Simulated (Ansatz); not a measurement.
CuI₂⁻ (the lowest singlet isomer of a short search), 3 atoms. Hardware: 4 threads of Arm Neoverse V2 on a shared host.

In the def2 sets I takes a core potential; there is no spin–orbit coupling. Correlated methods freeze 17 core orbitals; core or outer-core shells of I are correlated, in sets that lack core-valence functions.

Problem. How many basis functions does each of these Ansatz runs have, and roughly what does it cost? LDA (SPW92)/def2-TZVPD, charge -1 singlet, energy, from earlier orbitals; B3LYP-D4/def2-TZVPD, charge -1 singlet, energy, from earlier orbitals; CAM-B3LYP-D4/def2-TZVPD, charge -1 singlet, energy and forces, from earlier orbitals; PBE0-D4/def2-SVP, charge -1 singlet, energy with a search over starts; PBE-D4/def2-SVPD, charge -1 singlet, energy, from earlier orbitals; r2SCAN-D4/def2-TZVPD, charge -1 singlet, frequencies; PBE0-D4/def2-TZVPD, charge -1 triplet, energy, from earlier orbitals; r2SCAN-D4/def2-TZVPD, charge -1 triplet, relaxation, 13 steps; PBE0-D4/def2-TZVPD, charge -1 unrestricted singlet, energy, from earlier orbitals; RPA@PBE/def2-TZVPD, charge -1 triplet, energy, from earlier orbitals; PBE0-D4/def2-SVP, charge -1 triplet, energy with a search over starts; LDA (SPW92)/def2-TZVPD, charge -1 triplet, energy, from earlier orbitals.

Solution. Other jobs shared the machine, so times can vary by a factor of up to 3. A dash marks memory too small to be measured apart from the calling script's.

```tsv
run	functions	fitting or Cholesky vectors	wall time	peak host memory (GiB)
LDA (SPW92)/def2-TZVPD, charge -1 singlet, energy, from earlier orbitals	166	1297	0.8 s	–
PBE-D4/def2-SVPD, charge -1 singlet, energy, from earlier orbitals	104	1162	0.85 s	–
PBE0-D4/def2-SVP, charge -1 singlet, energy with a search over starts	83	1018	1.3 s	–
LDA (SPW92)/def2-TZVPD, charge -1 triplet, energy, from earlier orbitals	166	1297	1.4 s	–
B3LYP-D4/def2-TZVPD, charge -1 singlet, energy, from earlier orbitals	166	1424	2.4 s	–
CAM-B3LYP-D4/def2-TZVPD, charge -1 singlet, energy and forces, from earlier orbitals	166	1424	3.5 s	0.55
PBE0-D4/def2-SVP, charge -1 triplet, energy with a search over starts	83	1020	3.9 s	–
RPA@PBE/def2-TZVPD, charge -1 triplet, energy, from earlier orbitals	166	1540	6 s	0.58
PBE0-D4/def2-TZVPD, charge -1 triplet, energy, from earlier orbitals	166	1466	6 s	0.66
PBE0-D4/def2-TZVPD, charge -1 unrestricted singlet, energy, from earlier orbitals	166	1466	6 s	0.65
r2SCAN-D4/def2-TZVPD, charge -1 singlet, frequencies	166	1297	14 s	–
r2SCAN-D4/def2-TZVPD, charge -1 triplet, relaxation, 13 steps	166	1297	49 s	–
```
